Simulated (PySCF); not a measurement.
# Radial density of Cl²⁺ (chlorine, charge +2)

BP86, [Ne] 3s2 3p3, high-spin 4S determinant. Calculation: PySCF 2.14, in 6-31G* (4s3p1d, 18 functions); the non-relativistic Hamiltonian (point nucleus).

```
r (bohr)  4πr²ρ (e/bohr)  4πr²(ρα − ρβ)
 0.00170          0.1081         0.0000
 0.00285          0.2984         0.0000
 0.00480          0.7957         0.0001
 0.00808           2.003         0.0002
  0.0136           4.716         0.0006
  0.0228           9.736         0.0021
  0.0384           16.37         0.0098
  0.0646           19.58         0.0453
   0.109           15.35         0.1733
   0.183           13.93         0.4193
   0.308           19.32         0.4146
   0.517           11.37         0.0020
   0.870           3.492         1.0638
    1.46           3.727         2.1648
    2.46          0.8184         0.5682
    4.14         0.01733         0.0139
    6.97       1.226e-05         0.0000
```
